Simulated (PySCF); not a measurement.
Compound: C2H8BNO3Si.
Z-matrix (Å and degrees, GFN2-xTB geometry), rows numbered from 1:
```
C 
C   1  1.5141
O   2  1.2206  1  121.77
N   2  1.3450  1  115.20  3   179.95
Si  4  1.7865  2  128.86  1   179.72
B   5  1.9762  4  116.78  2     1.43
O   6  1.3429  5  128.24  4    -1.15
O   6  1.3594  5  113.64  4   179.01
H   1  1.0882  2  109.98  3  -120.56
H   1  1.0882  2  109.86  3   119.88
H   1  1.0864  2  109.53  3    -0.30
H   4  1.0085  2  114.38  1     0.26
H   5  1.4784  4  100.33  2  -125.34
H   5  1.4779  4  100.14  2   128.17
H   7  0.9725  6  114.77  5     0.17
H   8  0.9603  6  114.16  5  -179.87
```

A PySCF run (density fitting, gas phase, GFN2-xTB geometry) gave HOMO -9.23 eV, LUMO 0.98 eV, dipole 3.01 D and E = -675.764 Eh.

**Question.** Which of these levels was it?
A. PBE0/6-311G**
B. PBE0/pcSseg-1
C. CAM-B3LYP/pcSseg-1
D. PBE0/def2-SVPD

**Answer.** C. It is CAM-B3LYP/pcSseg-1. All candidates on this geometry:

```csv
level and settings,kind,basis functions,SCF cycles,E (Eh),HOMO (eV),LUMO (eV),dipole (D)
PBE0/def2-SVPD,global hybrid,237,14,-675.0546,-7.94,-0.30,3.04
PBE0/6-311G**,global hybrid,200,14,-675.5061,-7.74,-0.06,2.75
PBE0/pcSseg-1,global hybrid,183,14,-675.3512,-7.86,-0.16,2.92
CAM-B3LYP/pcSseg-1,range-separated hybrid,183,14,-675.7639,-9.23,0.98,3.01
```

The nearest other candidate, by the summed differences of HOMO and LUMO, is PBE0/pcSseg-1: its HOMO differs by +1.37 eV and its LUMO by -1.14 eV. Cycle counts include a coarse-grid stage where the run had one. All basis functions are spherical, in the Pople sets too.
